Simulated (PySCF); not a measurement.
BeClH2N, SMILES [NH2][Be][Cl]. The structure is a stationary point at PBE0-D3(BJ)/def2-TZVP. Other conformers were not sampled.

The numbers are results of PBE0-D3(BJ)/def2-TZVP (PySCF), not measurements.

Harmonic wavenumbers (cm⁻¹): 222, 276, 353, 515, 677, 1319, 1571, 3623, 3707. Rotational constants (GHz): 368.6, 3.833, 3.794; symmetry number 2.

Task: Work out the zero-point energy and the ideal-gas rigid-rotor harmonic-oscillator thermochemistry at 298.15 K and 1 atm.

Result: ZPE = ½ Σ hcν = ½ × 12264 cm⁻¹ = 73.36 kJ/mol. H − E(el) = 87.69 kJ/mol. Entropy in J/(mol K): translation 159.91, rotation 84.70, vibration 23.59, total 268.20. G − E(el) = 7.73 kJ/mol. Cp = 64.13 J/(mol K).
